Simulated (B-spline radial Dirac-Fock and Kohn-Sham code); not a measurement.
# Auger decay of the 1s hole in Te⁶⁺

System: Te⁶⁺, [Kr] 4d10.

Calculated with an atomic code on a B-spline grid, using independent-particle rates on relativistic LDA orbitals of the hole state (multipoles up to L = 3, Coulomb Auger matrix elements, transition energies from Dirac-Fock). Kinetic energies are configuration averages from the vacuum level; the two-hole energies are estimated from single-hole states. The rates lack the Breit term, which in heavy atoms raises K-L1L1 and K-L1L2.

```
transition  kinetic energy (eV)  width (meV)  share (%)
    K-L1L1              21693.0         76.6        6.4
    K-L1L2              22033.3         97.4        8.1
    K-L1L3              22308.2          134       11.2
    K-L2L2              22324.7         14.7        1.2
    K-L2L3              22611.8          326       27.2
    K-L3L3              22884.6          161       13.4
    K-L1M1              25712.8         26.9        2.2
    K-L1M2              25844.2         18.4        1.5
    K-L1M3              25897.9         25.4        2.1
    K-L2M1              26041.4         14.2        1.2
    K-L2M3              26228.0         52.1        4.4
    K-L3M1              26312.7         19.5        1.6
    K-L3M2              26445.6         50.5        4.2
    K-L3M3              26501.2         52.1        4.4
    K-L2N3              26966.6         10.1        0.8
    K-L3N3              27237.9         10.1        0.8
```

The listed channels hold 91 % of the non-radiative rate. Summed by principal shells, of 1.20 eV in all: KLL 67.6 %, KLM 24.6 %, KLN 4.8 %, KMM 2.1 %, KMN 0.8 %.
